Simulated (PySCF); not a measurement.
Excitations are Tamm–Dancoff values on a coarser integration grid. The basis has no diffuse functions, so Rydberg states are missing or too high.

Cartesian coordinates (Å):
```xyz
8

C     -1.4777     0.0789    -0.5365
Si    -0.2048    -0.3351     0.5186
C      1.5581     0.1329     0.1949
S      2.0549     0.9663    -1.0976
H     -2.5052    -0.2010    -0.3364
H     -1.3024     0.6388    -1.4477
H     -0.4213    -1.0986     1.7680
H      2.2985    -0.1822     0.9365
```
Charge 0, multiplicity 1.

Task: Give the brightest of the four lowest singlets (TDA), HOMO–LUMO gap, S1 excitation (TDA), total energy, LUMO, HOMO, S1–T1 gap (TDA) and T1 excitation (TDA) at the level PySCF with PBE-D3(BJ)/def2-TZVP // PBE0-D3(BJ)/def2-TZVP.

Result: 
```json
{
 "brightest of the four lowest singlets (TDA)": "3.19 eV",
 "HOMO–LUMO gap": "1.29 eV",
 "S1 excitation (TDA)": "1.54 eV",
 "total_energy": "-765.8543 Ha",
 "LUMO": "-4.04 eV",
 "HOMO": "-5.32 eV",
 "S1–T1 gap (TDA)": "0.53 eV",
 "T1 excitation (TDA)": "1.01 eV"
}
```
